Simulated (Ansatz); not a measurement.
Relaxation of CH5BF2O (10 atoms, charge 0, multiplicity 1), to a largest force component of 0.03 eV/Å in at most 50 steps.

All numbers below come from Ansatz 0.2.0, RKS B3LYP/def2-mTZVP.

```xyz
10
Properties=species:S:1:pos:R:3:forces:R:3
B 0.093 0.262 0.220 -0.03 -0.10 0.43
C 0.046 0.231 1.804 0.05 0.35 -0.36
H -0.909 -0.126 2.197 0.02 0.01 -0.01
H 0.866 -0.351 2.227 0.01 -0.01 0.00
H 0.167 1.248 2.195 0.01 -0.01 -0.01
F 1.238 0.380 -0.442 0.00 -0.02 0.04
F -1.022 0.347 -0.509 -0.01 0.01 0.01
O -0.124 -2.325 0.458 -0.16 0.35 0.74
H -0.955 -2.529 0.006 -0.03 -0.01 0.02
H -0.391 -2.003 1.351 0.15 -0.57 -0.85
```

Problem. Where does it end, and by what steps?

Solution. The run converged. The force dipped under the threshold on the way, but the program's further checks kept it going. After 28 steps the energy has fallen by 0.185 eV; H10 moved furthest, 1.38 Å.

| step | energy less start (eV) | largest force component (eV/Å) | accepted |
| --- | --- | --- | --- |
| 0 | 0.0000 | 0.848 | yes |
| 1 | -0.0462 | 1.331 | yes |
| 2 | -0.0883 | 0.597 | yes |
| 3 | -0.1100 | 0.895 | yes |
| 4 | -0.1274 | 0.192 | yes |
| 5 | -0.1337 | 0.110 | yes |
| 6 | -0.1354 | 0.194 | yes |
| 7 | -0.1366 | 0.077 | yes |
| 8 | -0.1373 | 0.032 | yes |
| 9 | -0.1366 | 0.326 | no |
| 10 | -0.1378 | 0.048 | yes |
| 11 | -0.1376 | 0.268 | no |
| 12 | -0.1387 | 0.017 | yes |
| 13 | -0.1395 | 0.097 | yes |
| 14 | -0.1398 | 0.268 | yes |
| 15 | -0.1419 | 0.253 | yes |
| 16 | -0.1487 | 0.136 | yes |
| 17 | -0.1595 | 0.072 | yes |
| 18 | -0.1346 | 1.233 | no |
| 19 | -0.1639 | 0.201 | yes |
| 20 | -0.1669 | 0.427 | yes |
| 21 | -0.1760 | 0.149 | yes |
| 22 | -0.1827 | 0.025 | yes |
| 23 | -0.1327 | 1.485 | no |
| 24 | -0.1836 | 0.202 | yes |
| 25 | -0.1835 | 0.212 | no |
| 26 | -0.1850 | 0.028 | yes |
| 27 | -0.1850 | 0.134 | no |
| 28 | -0.1854 | 0.014 | yes |

```xyz
10
Properties=species:S:1:pos:R:3
B -0.120 0.083 0.415
C 0.174 0.449 1.904
H -0.658 0.197 2.561
H 1.072 -0.045 2.276
H 0.340 1.528 1.994
F 0.866 -0.056 -0.484
F -1.352 0.196 -0.106
O -0.332 -2.242 0.658
H 0.249 -2.563 -0.047
H -1.230 -2.413 0.337
```

Whether the end is a true minimum wasn't checked by a vibrational analysis.

Run time: 39 s on 4 threads of Arm Neoverse V1, on a shared host, peak memory 0.23 GiB.
